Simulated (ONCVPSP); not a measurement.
**Potentials for magnesium (Mg) compared**

Generated with ld1.x 7.5 (TM, RRKJ, ultrasoft, PAW), atompaw 4.2 or ONCVPSP 4.0.1. The cutoff is in Ry: for ld1.x and atompaw files where the sum of valence levels is converged to 10 mRy in a Bessel basis, for ONCV files where the hardest occupied wave has 1 mHa per electron of residual kinetic energy. The error is the largest all-electron minus pseudo excitation energy over each file’s own four to seven test configurations (ionisations up to +4, promotions, holes and added fractions of an electron), all of which were solved. The labels leave out finer settings (local radius, basis sizes, second energies), which also bear on the numbers. Spin-polarised tests are not counted. The rows are a selection from randomly drawn settings: files with unsolved tests, undetermined cutoffs or missed reference levels are left out.

```tsv
potential	cutoff (Ry)	largest error (meV)	bound ghosts
ONCV, LDA (Perdew-Wang 92), scalar-relativistic, rc 1.30/1.15 (sp), local smoothed, core correction yes, reference 2s2 2p6 3s2, qcut 11.2/10.8, projectors 2/2	100	-359	none
ONCV, PBE, scalar-relativistic, rc 1.20/1.25/1.15 (spd), local smoothed, core correction yes, reference 2s2 2p6 3s2, qcut 12.3/11.7/8.6, projectors 3/2/3	102	-2.3	none
ONCV, Wu-Cohen, scalar-relativistic, rc 0.95/1.15/0.90 (spd), local smoothed, core correction yes, reference 2s2 2p6 3s1, qcut 16/13.8/8.9, projectors 2/2/3	139	-135	none
ONCV, PBEsol, scalar-relativistic, rc 1.25/1.40 (sp), local smoothed, core correction yes, reference 2s2 2p6 3s1 3p1, qcut 7.6/9.7, projectors 2/3	83	-1.2	none
ONCV, PBEsol, scalar-relativistic, rc 1.35/1.40/1.30 (spd), local smoothed, core correction yes, reference 2s2 2p6 3s1 3p1, qcut 8.2/8.2/8.5, projectors 2/3/2	129	-1.5	none
ONCV, PBE, non-relativistic, rc 1.20/0.90/1.10 (spd), local smoothed, core correction yes, reference 2s2 2p6 3s2, qcut 8.2/13.4/9, projectors 3/2/1	155	-1.2	none
ONCV, PBE, scalar-relativistic, rc 0.60/0.70 (sp), local smoothed, core correction no, reference 2s2 2p6, qcut 13/23, projectors 2/3	322	+0.6	none
```

(1) Fill in the row for Mg: ONCV, LDA (Perdew-Wang 92), scalar-relativistic, rc 1.25/1.10/1.35 (spd), local smoothed, core correction yes, reference 2s2 2p6 3s2, qcut 9/16/6.2, projectors 2/2/2.

Results:

(1) cutoff 158 Ry, largest error -1.3 meV, bound ghosts: none.
